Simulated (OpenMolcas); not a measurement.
# La2+: from CASSCF to CASPT2

```yaml
Program: OpenMolcas 26.06
Basis: ANO-RCC-VTZP [8s7p5d3f2g1h]
Scalar_Hamiltonian: DKH2, point nucleus
Active_space: 1 electron in 6 orbitals (5d 6s)
State_averaging: 2S+1 = 2 even, 6 roots
Spin-orbit_coupling: state interaction with AMFI integrals over the reference wave functions, term energies averaged over their components
```

Methods on the same reference wave functions:
A. CASSCF
B. SS-CASPT2, IPEA 0.25 Eh, imaginary shift 0.1 Eh (closed shells correlated: 5s 5p)
C. XMS-CASPT2, IPEA 0.25 Eh, imaginary shift 0.1 Eh (closed shells correlated: 5s 5p)

Energies in cm⁻¹ above 5d ²D_3/2, the measured ground level; measured values from Martin, Zalubas and Hagan, Atomic Energy Levels: The Rare-Earth Elements, NSRDS-NBS 60 (1978).

| Level | A | B | C | Measured |
| --- | --- | --- | --- | --- |
| 5d ²D_3/2 | 0.0 | 0.0 | 0.0 | 0.0 |
| 5d ²D_5/2 | 1593 | 1593 | 1593 | 1603 |
| 6s ²S_1/2 | 13462 | 14400 | 14500 | 13591 |

Deviations, from unrounded energies. A percentage is the sum of absolute deviations over the sum of measured energies, with the sign that they share, or ± where signs differ.

| Against measurement | Levels | A | B | C |
| --- | --- | --- | --- | --- |
| mean absolute deviation (cm-1) | 2 | 70 | 410 | 460 |
| fine structure of the ground term (%) | 1 | -0.6 | -0.6 | -0.6 |
| other configurations (%) | 1 | -1.0 | +5.9 | +6.7 |

A lies closest to measurement on these levels and C furthest from it. The largest miss of A in the table is 6s ²S_1/2, by -130 cm-1. The ranking rests on the paired levels alone, and a cruder setting can come out closer through cancelling errors.

Between B and C the level of the table that moves most is 6s ²S_1/2, by 100 cm-1 (lowest in B, highest in C). Moves below CASPT2's spread within the term are not significant.

The mean deviations of B to C differ by less than CASPT2's widest spread within a term (63 cm-1), so their order carries little weight.

The lowest spin-free term lies below A's lowest term by 0.206 hartree in B, 0.210 hartree in C.

Term energies are means over components that CASPT2 splits; among the terms shown or strongly mixed into the levels shown the widest spread is 63 cm-1 (5d ²D, C). With one active electron the reference holds no correlation, so core polarisation is missing (holds for A). With one active electron, CASPT2 adds the correlation within the correlated inactive shells and between them and that electron, and leaves the splitting within a term as the reference gives it (holds for B; C). Computed and measured levels are paired by configuration, term and J; levels that our copy of the source lacks, or whose pairing is in doubt (as where it misses far off the trend of its configuration), stay unpaired and out of the deviations. Levels of configurations outside the active space are missing.
